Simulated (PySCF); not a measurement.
**Electronic structure of In³⁺ (indium, charge +3) at the UHF level**

Configuration: [Kr] 4d10, closed-shell 1S. Computed with PySCF 2.14 in x2c-QZVPPall (13s9p7d4f1g, 112 functions), with scalar relativity by spin-free X2C-1e.

```json
{"Total energy": "-5876.522385 hartree", "One-electron energy": "-8041.3770 hartree", "Hartree (Coulomb) energy": "2322.9625 hartree", "Exchange energy": "-158.1079 hartree", "⟨S²⟩": "0.0000", "⟨L²⟩": "0.000", "Sum of ⟨r⟩": "25.68 bohr", "Sum of ⟨r²⟩": "25.39 bohr²", "Langevin diamagnetic susceptibility": "-20.1 ×10⁻⁶ cm³/mol"}
```

```
shell  electrons  mean orbital energy (hartree)  rms radius, mean of both spins (bohr)
   1s          2                    -1033.03856                                 0.0340
   2s          2                     -158.92299                                  0.139
   2p          6                     -142.57314                                  0.124
   3s          2                      -32.46283                                  0.371
   3p          6                      -26.96414                                  0.372
   3d         10                      -18.41456                                  0.352
   4s          2                       -6.37158                                  0.908
   4p          6                       -4.65290                                  0.988
   4d         10                       -2.07893                                   1.24
```

Densities and radii are taken from the X2C orbitals without a picture-change correction, which distorts them close to the nucleus.
